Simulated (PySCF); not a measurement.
Ti(Br)(OH)3 (BrH₃O₃Ti), SMILES [OH][Ti]([OH])([OH])[Br], multiplicity 1. Geometry: B3LYP-D3(BJ)/def2-SVP. The multiplicity is an assumed one; no other spin state was optimised. The structure was generated by enumeration; whether it is a known compound was not checked. Other conformers were not sampled.

The numbers are results of PySCF 2.14.0 with B3LYP-D3(BJ)/def2-SVP, not measurements.

Harmonic wavenumbers (cm⁻¹): 137, 137, 150, 198, 198, 257, 257, 261, 366, 444, 444, 454, 768, 821, 821, 3869, 3869, 3876. Rotational constants (GHz): 3.334, 1.233, 1.233; symmetry number 3.

**Question.** Work out the zero-point energy and the ideal-gas rigid-rotor harmonic-oscillator thermochemistry at 298.15 K and 1 atm.

**Answer.** ZPE = ½ Σ hcν = ½ × 17325 cm⁻¹ = 24.77 kcal/mol. H − E(el) = 30.84 kcal/mol. Entropy in cal/(mol K): translation 41.45, rotation 26.36, vibration 21.83, total 89.64. G − E(el) = 4.12 kcal/mol. Cp = 30.20 cal/(mol K). Modes under 150 cm⁻¹ make the vibrational entropy uncertain.
